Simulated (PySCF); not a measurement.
GaH, neutral, multiplicity 1. Atoms are numbered in the order given.

```xyz
2

Ga     0.0000     0.0000    -0.0528
H      0.0000     0.0000     1.6358
```

Coordinates come from a B3LYP-D3(BJ)/def2-TZVPD optimisation.

Method: TDDFT-PBE0/def2-TZVPD (PySCF 2.14.0).

Vertical excitations; the highest root listed may be one member of a degenerate set. Gas-phase values at a fixed geometry. State labels are in the subgroup C2v.

```csv
state,symmetry,energy (eV),λ (nm),f,main pairs
S1,B2,2.95,420,0.028,HOMO→LUMO+1 (degenerate set)
S2,B1,2.95,420,0.028,HOMO→LUMO (degenerate set)
S3,A1,5.49,226,0.226,HOMO→LUMO+2 98 %
S4,A1,6.83,182,0.444,HOMO→LUMO+3 94 %
S5,B2,6.94,179,0.128,HOMO→LUMO+5 (degenerate set)
S6,B1,6.94,179,0.128,HOMO→LUMO+4 (degenerate set)
S7,A1,6.98,178,0.000,HOMO→LUMO+6 (degenerate set)
S8,A2,6.98,178,0.000,HOMO→LUMO+7 (degenerate set)
S9,A1,8.28,150,0.017,HOMO→LUMO+8 99 %
S10,B2,8.46,146,0.490,HOMO−1→LUMO+1 92 %
T1,B1,1.98,627,0,HOMO→LUMO (degenerate set)
T2,B2,1.98,627,0,HOMO→LUMO+1 (degenerate set)
T3,A1,4.97,250,0,"HOMO→LUMO+2 74 %, HOMO→LUMO+3 22 %"
T4,A1,5.68,218,0,"HOMO→LUMO+3 72 %, HOMO→LUMO+2 25 %"
```
Triplets are in the Tamm–Dancoff approximation, which puts them higher than full response would, so one can lie above its singlet here.
